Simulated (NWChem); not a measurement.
System: 1,1,1-trifluoroethane (C2H3F3); SMILES CC(F)(F)F

```xyz
8

C      0.0000     0.0000    -1.4773
C      0.0000     0.0000     0.0294
F     -0.8879    -0.8900     0.5259
F     -0.3268     1.2139     0.5259
F      1.2147    -0.3240     0.5259
H      0.2684    -0.9937    -1.8433
H      0.7264     0.7292    -1.8433
H     -0.9947     0.2644    -1.8433
```
Atoms are numbered in this order, from 1.

Computed with NWChem. Pople sets run with spherical d functions. Structure relaxed at the B3LYP/6-31G* (spherical d) level. Atomic charges in e: unrestrained fits to the electrostatic potential beside Mulliken populations; buried atoms are poorly determined by the fit.

Question: What does the run give for Hartree-Fock/6-31G*? Quantities: ESP C1; Mulliken C1; ESP C2; Mulliken C2; ESP F3; Mulliken F3; ESP F4; Mulliken F4; ESP F5; Mulliken F5; relative RMS misfit of the potential (%).

Answer: 
```
Quantity                                  Value
----------------------------------------  -----
ESP C1                                    -0.42
Mulliken C1                               -0.62
ESP C2                                     0.95
Mulliken C2                                1.26
ESP F3                                    -0.30
Mulliken F3                               -0.42
ESP F4                                    -0.30
Mulliken F4                               -0.42
ESP F5                                    -0.30
Mulliken F5                               -0.42
relative RMS misfit of the potential (%)     18
```
